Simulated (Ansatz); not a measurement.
Ansatz results at the PBE0-D4/def2-TZVP geometry: size of the dipole moment (ωB97M-V/def2-TZVPP) 1.47 D; HOMO–LUMO gap (ωB97M-V/def2-TZVPP) 8.86 eV; LUMO energy (PBE0/def2-TZVPP) -1.50 eV.

Each molecule was computed in one conformer, which needn't be the lowest.

(1) Which molecule gave them?
A. `[NH2][Sc]([NH2])[OH]`
B. `[OH][Sc]([F])[Cl]`
C. `[OH][Sc]([F])[F]`
D. `[CH3][Sc]([CH3])[NH2]`

Results:

(1) D. The others give `[NH2][Sc]([NH2])[OH]`: 0.13, 9.40, -1.13; `[OH][Sc]([F])[F]`: 2.42, 11.20, -2.16; `[OH][Sc]([F])[Cl]`: 2.89, 10.39, -2.41.
